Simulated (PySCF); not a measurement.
Two species compared at the same levels of theory.

First species: CH8F2Si3.
SMILES: `FC(F)[SiH2][SiH2][SiH3]`

Second species: CH9OPSi3.
Cartesian coordinates in Å at the GFN2-xTB level; atoms count from 1:
```xyz
15
CH9OPSi3 angstrom
O      1.765    1.883   -0.306
C      2.357    0.834   -0.308
Si     1.479   -0.867   -0.452
P     -0.534   -0.406   -1.214
Si    -0.920    1.713   -0.542
Si    -1.830   -1.598    0.147
H      3.463    0.846   -0.228
H      2.244   -1.643   -1.430
H      1.630   -1.484    0.871
H     -2.390    1.768   -0.623
H     -0.376    2.615   -1.545
H     -0.565    1.960    0.852
H     -1.744   -1.184    1.550
H     -3.201   -1.441   -0.331
H     -1.385   -2.987    0.031
```

Levels: CAM-B3LYP/def2-SVPD for dipole moment, HOMO energy, LUMO energy, HOMO–LUMO gap, static isotropic polarisability and electronic spatial extent ⟨r²⟩ about the centre of nuclear charge; TDDFT CAM-B3LYP/def2-SVPD for lowest singlet excitation; TDA CAM-B3LYP/def2-SVPD for lowest triplet excitation (Tamm–Dancoff); GFN2-xTB for rotational constant A and rotational constant C. Geometries: GFN2-xTB. Each species is one conformer at its optimised geometry, gas phase, non-relativistic unless stated. Electronic properties by PySCF.

The conformers computed, where there is a choice (atom-mapped SMILES and torsion angles):
- `[F:1][CH:2]([F:3])[SiH2:4][SiH2:5][SiH3:6]`: F1–C2–Si4–Si5 -61°, C2–Si4–Si5–Si6 20°
- `[O:1]=[CH:2][SiH2:3][P:4]([SiH3:5])[SiH3:6]`: O1–C2–Si3–P4 17°, C2–Si3–P4–Si5 -26°

(1) Which of the two has the higher rotational constant A, and by how much?

(2) Which of the two has the higher HOMO–LUMO gap, and by how much?

(3) Which of the two has the higher HOMO energy, and by how much?

(4) Which has the higher T1 energy?

(5) Which has the higher LUMO energy?

(6) Which has the higher rotational constant C?

(7) Which of the two has the higher dipole moment, and by how much?

(8) Which has the higher S1 energy?

Results:

(1) The first: 2.080 GHz against 1.979 GHz, a difference of 0.101 GHz.

(2) The first: 9.87 eV against 7.51 eV, a difference of 2.36 eV.

(3) The second: -8.23 eV against -9.71 eV, a difference of 1.48 eV.

(4) The first: 5.84 eV against 2.69 eV, a difference of 3.15 eV.

(5) The first: 0.16 eV against -0.72 eV, a difference of 0.88 eV.

(6) The first: 0.958 GHz against 0.810 GHz, a difference of 0.148 GHz.

(7) The second: 2.16 D against 1.64 D, a difference of 0.52 D.

(8) The first: 6.84 eV against 3.35 eV, a difference of 3.49 eV.

On the first: In wavenumbers S1 is 55200 cm⁻¹ (1 eV = 8065.54 cm⁻¹). No computed singlet falls in the visible range (750 to 380 nm, 1.65 to 3.26 eV); S1 lies 3.58 eV above its blue end.

On the second: S1 lies 4.16 eV below the HOMO–LUMO gap; its leading configuration is HOMO−1→LUMO, weight 0.87. The 8 singlets span 3.35 to 6.51 eV, and their oscillator strengths add up to 0.12.
